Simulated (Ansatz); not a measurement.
Input for Ansatz (a quantum-chemistry and plane-wave program): U-CCSD(T)/aug-cc-pVTZ on BFH (SMILES [BH]F), 2S+1 = 2, atoms moved off the minimum.

Ansatz 0.2 input:
```yaml
crystal:
  periodic: [false, false, false]
  atoms:
    - {symbol: B, position_ang: [-0.59853249, 0.49687310, -0.04857526]}
    - {symbol: F, position_ang: [0.55843053, -0.02927033, -0.26472473]}
    - {symbol: H, position_ang: [-1.61565771, -0.19198111, 0.08431373]}
basis:
  gaussian:
    orbitals: aug-cc-pVTZ
magnetization: {spin_polarized: true, initial_magnetization: 1}
correlation: {method: ccsd_t, electrons: outside_noble_gas}
scf: {omitted_lower_state_checks: [cluster_reference]}
output: {forces: true}
```

It printed:

```
WARN ansatz: RAYON_NUM_THREADS=1 ignored (pool sized by the plan → 1); use --threads N
Functional definition: HF
these checks for a lower state are left out or cut short: cluster_reference
integrals: 0.26 GiB planned
688 factors; integrals over basis functions are off by at most 1.2e-3 eV
mean field: 0.23 GiB planned
mean field evaluation 1: about -3392.6238 eV, gradient 1.7e1 eV
mean field evaluation 2: about -3392.6243 eV, gradient 1.7e1 eV
mean field evaluation 4: about -3394.0785 eV, gradient 2.4e0 eV
mean field evaluation 8: about -3394.1803 eV, gradient 1.4e-1 eV
mean field -3394.18066677 eV, -124.7338388453 hartree, gradient 1.2e-6 eV, S^2 0.753704; 0 other end points of the search recorded, 0 dependent functions left out
2 core orbitals not correlated
reference -3394.18066677 eV, -124.7338388453 hartree; 6, 5 occupied and 107, 108 virtual orbitals, 688 factors
densities: 1.60 GiB planned
second order -9.09364550 eV of doubles, -0.00000000 eV of singles
coupled cluster: 0.98 GiB planned
cycle   1  -9.09141848 eV  change    2.2e-3 eV  update   7.0e-2
cycle   2  -9.30725604 eV  change   -2.2e-1 eV  update   2.3e-2
cycle   3  -9.37455586 eV  change   -6.7e-2 eV  update   1.4e-2
cycle   4  -9.36587678 eV  change    8.7e-3 eV  update   4.2e-3
cycle   5  -9.36609807 eV  change   -2.2e-4 eV  update   2.0e-3
cycle   6  -9.36724985 eV  change   -1.2e-3 eV  update   6.3e-4
cycle   7  -9.36712885 eV  change    1.2e-4 eV  update   2.8e-4
cycle   8  -9.36713104 eV  change   -2.2e-6 eV  update   1.0e-4
cycle   9  -9.36716331 eV  change   -3.2e-5 eV  update   3.7e-5
cycle  10  -9.36715260 eV  change    1.1e-5 eV  update   1.2e-5
cycle  11  -9.36715750 eV  change   -4.9e-6 eV  update   5.0e-6
cycle  12  -9.36715961 eV  change   -2.1e-6 eV  update   2.1e-6
cycle  13  -9.36715964 eV  change   -3.4e-8 eV  update   9.0e-7
perturbative correction -0.29474690 eV, -0.0108317488 hartree
the calculation of the forces begins
Total energy: -3403.84257331 eV, -125.0889073618 hartree
Atom 0 at    -0.598532     0.496873    -0.048575 Å, force    -1.342229     0.102921     0.225580 eV/Å
Atom 1 at     0.558431    -0.029270    -0.264725 Å, force     0.784092    -0.414751    -0.149375 eV/Å
Atom 2 at    -1.615658    -0.191981     0.084314 Å, force     0.558137     0.311830    -0.076205 eV/Å
Dipole moment:    -0.092234    -0.071423     0.011606 e Å
Checks for a lower state left out: cluster_reference
```

Self-consistency was reached.

Cost: roughly 80 core-seconds.
